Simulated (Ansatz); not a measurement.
`[OH][Al]([F])[Br]` + NH₃ → `[NH2][Al]([OH])[Br]` + H–F at 500 K and 1 bar (ligand exchange at the Al–F bond).

Program: Ansatz. Geometries: PBE0-D4/def2-TZVP. ΔE: electronic, gas phase. CBS: MP2 limit from def2 TZ/QZ plus the TZ coupled-cluster correction, frozen cores. This one scheme is used for every species. For Br outer-core shells are correlated without core-valence functions, which leaves a few kJ/mol of doubt a bond. Scalar relativity is left out up to krypton. One conformer a species, not always the lowest.

| species | CCSD(T)/CBS energy (Eh) | H − E (kJ/mol) | S (J/(mol·K)) |
| --- | --- | --- | --- |
| `[OH][Al]([F])[Br]` | -2991.11301 | 80.0 | 366.3 |
| NH₃ | -56.50880 | 108.2 | 211.8 |
| `[NH2][Al]([OH])[Br]` | -2947.19216 | 147.3 | 392.2 |
| H–F | -100.39570 | 39.4 | 188.7 |

H − E and S are ideal-gas, rigid-rotor, harmonic terms from PBE0-D4/def2-TZVP, for one conformer and one mirror image of each species. 1 Eh = 2625.50 kJ/mol, R = 8.31446 J/(mol·K).

**Question.** By hand: ΔE, ΔH, ΔS and ΔG.

**Answer.** ΔE = (-2947.19216) + (-100.39570) − (-2991.11301) − (-56.50880) = 0.03395 Eh = 89.1 kJ/mol. Δ(H − E) = 147.3 + 39.4 − 80.0 − 108.2 = -1.5, so ΔH = 87.6 kJ/mol. ΔS = 392.2 + 188.7 − 366.3 − 211.8 = 2.8 J/(mol·K). ΔG = 87.6 − 500 × (2.8)/1000 = 86.2 kJ/mol.

**Question.** By hand: the equilibrium constant, and the temperature at which ΔG would vanish if ΔH and ΔS stayed fixed.

**Answer.** log₁₀ K = −ΔG/(RT ln 10) = -9.0. ΔG = 0 at ΔH/ΔS = 31286 K, far beyond where these terms or the molecules hold.

The number of gas molecules stays the same, so ΔS is small and ΔH decides. A doubt of 5 kJ/mol in ΔE shifts log₁₀ K by 0.5 here. Other conformers and mirror images would add mixing entropy, several J/(mol·K) or more a flexible species. These are equilibria of isolated gas molecules and say nothing of rates. Largest T1 diagnostic: 0.010 (customary marks: 0.02 for closed shells, 0.045 for open ones).
